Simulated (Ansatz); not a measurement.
`[OH][GaH][F]` + HI → `[F][GaH][I]` + H₂O at 600 K and 1 bar (ligand exchange at a Ga–O bond).

Computed with Ansatz on PBE0-D4/def2-TZVP structures; ΔE is electronic, products minus reactants. CCSD(T)/CBS adds triple-zeta CCSD(T) − MP2 to the extrapolated MP2 energy (def2 sets, frozen cores). This one scheme is used for every species. Elements past krypton have def2 core potentials. For Ga, I outer-core shells are correlated without core-valence functions, which leaves a few kJ/mol of doubt a bond. Scalar relativity is left out up to krypton. Each species was taken in one conformer, which may not be the lowest.

```tsv
species	CCSD(T)/CBS energy (Eh)	H − E (kJ/mol)	S (J/(mol·K))
`[OH][GaH][F]`	-2100.17635	96.3	342.0
HI	-298.03592	31.6	227.0
`[F][GaH][I]`	-2321.86103	59.9	361.8
H₂O	-76.37941	76.8	212.8
```

H − E and S are ideal-gas, rigid-rotor, harmonic terms from PBE0-D4/def2-TZVP, for one conformer and one mirror image of each species. 1 Eh = 2625.50 kJ/mol, R = 8.31446 J/(mol·K).

Task: By hand: ΔE, ΔH, ΔS and ΔG.

Result: ΔE = (-2321.86103) + (-76.37941) − (-2100.17635) − (-298.03592) = -0.02817 Eh = -74.0 kJ/mol. Δ(H − E) = 59.9 + 76.8 − 96.3 − 31.6 = 8.8, so ΔH = -65.2 kJ/mol. ΔS = 361.8 + 212.8 − 342.0 − 227.0 = 5.6 J/(mol·K). ΔG = -65.2 − 600 × (5.6)/1000 = -68.6 kJ/mol.

Task: By hand: the equilibrium constant, and the temperature at which ΔG would vanish if ΔH and ΔS stayed fixed.

Result: log₁₀ K = −ΔG/(RT ln 10) = 6.0. ΔH and −TΔS have one sign here, so there is no such temperature.

The number of gas molecules stays the same, so ΔS is small and ΔH decides. A doubt of 5 kJ/mol in ΔE shifts log₁₀ K by 0.4 here. Other conformers and mirror images would add mixing entropy, several J/(mol·K) or more a flexible species. These are equilibria of isolated gas molecules and say nothing of rates. Largest T1 diagnostic: 0.015 (customary marks: 0.02 for closed shells, 0.045 for open ones).

ΔS is within the doubt of such terms, so its sign, and with it that verdict, could turn.
